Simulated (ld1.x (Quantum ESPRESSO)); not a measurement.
**Cutoff test, B, PAW**

boron (B), PAW, made with ld1.x (Quantum ESPRESSO) 7.5 (PBE, scalar-relativistic). Core [He], reference 2s1.5 2p1.5. Waves: 2s (bound): rcut 1.35, rcutus 1.70 bohr; 2s channel at 3.8 Ry: rcut 1.35, rcutus 1.70 bohr; 2p (bound): rcut 3.70, rcutus 4.25 bohr; 2p channel at 1.75 Ry: rcut 3.70, rcutus 4.25 bohr. Local part: all-electron potential smoothed inside 2.95 bohr (lloc = -1). Core correction: Bessel-smoothed model core inside 1.65 bohr. Augmentation charge: BESSEL, radius 1.30 bohr.

The pseudo-atom Hamiltonian at the reference potential is diagonalised in spherical Bessel functions j_l(qr) that vanish at 20 bohr, with q² up to the cutoff. All-electron valence levels (Ry): 2s -0.7125, 2p -0.2824.

**Question.** How do the lowest levels (Ry) of each channel move with the cutoff, and are there ghosts?

**Answer.**

```
cutoff (Ry)     s #1     s #2     p #1    d #1    f #1  Σ f·Δε (mRy)
          8  -0.7123  -0.0161  -0.2824  0.0649  0.1124           0.4
         10  -0.7124  -0.0161  -0.2824  0.0649  0.1124           0.3
         12  -0.7124  -0.0161  -0.2824  0.0649  0.1124           0.2
        400  -0.7125  -0.0161  -0.2824  0.0649  0.1124           0.0
```

Result: no extra level below or beside the all-electron valence levels (s, p, d, f tested); 10 mRy is reached at 6 Ry and 1 mRy at 8 Ry.

Test run stopped at test 2 of 7 (negative rho).
